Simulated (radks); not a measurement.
All-electron atom: a nucleus of charge 42.6 with 42 electrons in [Kr] 4d5 5s1. All-electron calculation, scalar-relativistic Kohn-Sham, r2SCAN, spin-polarised, spherical densities, finite nucleus; open shells are filled with parallel spins first (spin-orbit coupling, left out, can overturn this in heavy ions); meta-GGA in the generalised Kohn-Sham scheme; Fermi nuclear charge, rms radius 4.4091 fm. Program: a radial shooting solver on a logarithmic mesh with Libxc functionals.

Radial electron density D(r) = 4 pi r^2 rho(r):

r (bohr)  D(r) (e/bohr)  spin D(r)
0.002791          5.276   0.000595
0.003223          6.686   0.000752
0.003722          8.425   0.000943
0.004298          10.55    0.00117
0.004964          13.10    0.00145
0.005733          16.13    0.00176
0.006621          19.67    0.00212
0.007646          23.70    0.00251
0.008831          28.19    0.00291
0.0102            33.01    0.00330
0.01168           37.70    0.00360
0.01349           42.58    0.00379
0.01558           47.02    0.00376
0.018             50.63    0.00343
0.02078           53.05    0.00267
0.024             53.99    0.00144
0.02772           53.38  -0.000288
0.03202           51.47   -0.00237
0.03697           48.88   -0.00444
0.0427            46.59   -0.00583
0.04931           45.72   -0.00541
0.05695           47.16   -0.00151
0.06577           51.17    0.00820
0.07596           57.02     0.0268
0.08773           62.94     0.0578
0.1013            66.63      0.105
0.117             66.18      0.173
0.1351            61.19      0.264
0.1561            53.31      0.378
0.1802            45.82      0.504
0.2081            42.04      0.621
0.2404            43.30      0.698
0.2776            47.79      0.693
0.3206            51.33      0.580
0.3703            50.02      0.372
0.4276            42.80      0.136
0.4938            31.97    -0.0142
0.5703            21.53     0.0425
0.6587            14.67      0.389
0.7607            12.06       1.00
0.8785            12.06       1.80
1.015             12.31       2.56
1.162             11.47       3.04
1.342             9.413       3.20
1.55              6.899       3.05
1.79              4.669       2.67
2.068             3.047       2.18
2.388             1.987       1.68
2.758             1.299       1.21
3.185            0.8254      0.805
3.678            0.4862      0.483
4.248            0.2542      0.254
4.906            0.1136      0.114
5.666           0.04203     0.0420
6.543           0.01254     0.0125
7.557          0.002938    0.00294
8.727         0.0005249   0.000525

D(r) has 4 maxima, at r = 0.0244, 0.107, 0.334, 0.991 bohr, and minima at 0.0489, 0.215, 0.811 bohr, inside which lie 2.04, 11.08, 29.20 electrons.
